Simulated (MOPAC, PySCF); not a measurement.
CClF3, SMILES `FC(F)(F)Cl`, neutral singlet in the gas phase. 

Cartesian coordinates (Å):
```xyz
5

F     -0.5633    -0.6204    -1.0698
C     -0.0773     0.0057    -0.0016
F     -0.4445     1.2830    -0.0531
F     -0.6023    -0.5444     1.0897
Cl     1.6874    -0.1239     0.0348
```
Charge 0, multiplicity 1.

All levels are single points at this geometry (B3LYP-D3(BJ)/def2-TZVP); Pople sets use spherical d functions. Orbital energies aren't observables, and empty levels follow the basis.

PBE-D3(BJ)/def2-TZVP in PySCF gives gap (eV) = 7.23.

### Question
Estimate the gap (eV) from each of these levels: ωB97X-D3(BJ)/def2-TZVP in PySCF; B3LYP/3-21G in PySCF; PBE/6-31G* in PySCF; HF/3-21G in PySCF; PM3 in MOPAC.

### Answer

```tsv
level	gap (eV)
ωB97X-D3(BJ)/def2-TZVP in PySCF	14.96
B3LYP/3-21G in PySCF	9.65
PBE/6-31G* in PySCF	7.33
HF/3-21G in PySCF	18.40
PM3 in MOPAC	11.23
```
